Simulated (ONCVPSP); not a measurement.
**Pseudopotential generation for Pd (Z = 46): ONCV, PW91, scalar-relativistic.**

ONCVPSP 4.0.1 input, shortened (lines: element, Z, core and valence counts, functional; n l f; lmax; l rc ep ncon nbas qcut; lloc lpopt rc5 dvloc0; l nproj debl; icmod fcfact rcfact), PW91, scalar-relativistic:

```
  Pd 46.00    6    3  -109134      upf
    1    0    2.00
    2    0    2.00
    2    1    6.00
    3    0    2.00
    3    1    6.00
    3    2   10.00
    4    0    2.00
    4    1    6.00
    4    2   10.00
    2
    0    1.24    0.00    3    6    7.10
    1    1.62    0.00    3    6   10.60
    2    1.58    0.00    3    6    7.60
    4    5    1.02    0.00
    0    2    1.10
    1    2    3.80
    2    2    2.30
    3    1.75    1.50
```

In the s channel the program set the typed energies aside and used -3.139, 0.250 Ha.

Poles of the logarithmic derivatives, all-electron (AE) and pseudo (PS). s: poles at -1.3 (AE) and -1.3 (PS) Ha. p: poles at -1.4 (AE) and -1.4 (PS) Ha. d: poles at 1.1 (AE) and 1.1 (PS) Ha. Test radii: s 1.26, p 1.65, d 1.61 bohr.

- Cutoffs needed: 26 Ha and 69 Ha (the cutoffs (Ha) at which the residual kinetic energy of the hardest occupied pseudo-wave falls to 1 and 0.1 mHa per electron)
- Ghost test: no bound ghost flagged; GHOST(+) flagged for s at 211.0 eV
- Configuration tests: 1 of 4 tests not solved or not reliable
- rms error of d²Exc/dni dnj: 3.23 mHa without and 0.36 mHa with the model core
